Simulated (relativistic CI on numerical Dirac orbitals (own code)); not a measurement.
Computed by Dirac-Coulomb-Breit CI, separate exchange-only KLI orbitals for each configuration, model QED, unscaled Slater integrals (own radial code, finite nucleus).

The strongest absorption lines from the ground level of an ion, among the configurations computed and to levels below about 6620 eV (vacuum wavelength in Å, gf): 2.2097 (0.38), 2.2523 (0.64), 2.2611 (0.86), 2.3594 (0.044), 20.138 (0.17).

Question: Which ion is it?
A. Cs L
B. Eu LVIII
C. Ag XLII
D. Pr LIV

Answer: A. Cs L has 6 electrons and the ground level 2s2.2p2 3P_0; the strongest line goes to 2s.2p2.3p 3P°_1. The pattern of lines fixes the number of electrons, and along that sequence the line energies rise steadily with the charge (about as its square where n changes within one kind of shell, about linearly where n is kept but much faster in heavy ions where fine structure, which grows about as Z⁴, sets the gap, and irregularly where shells cross), which fixes Z. Configurations outside the model, such as inner-shell arrays, can give stronger lines. At this charge energies of transitions that change n are usually good to better than 1 %, and those within a shell (Δn = 0) to a few per cent.

LS names give the leading component of a level, which can be under half, so a name can repeat, a term be missing and a line seem to break the LS rules.
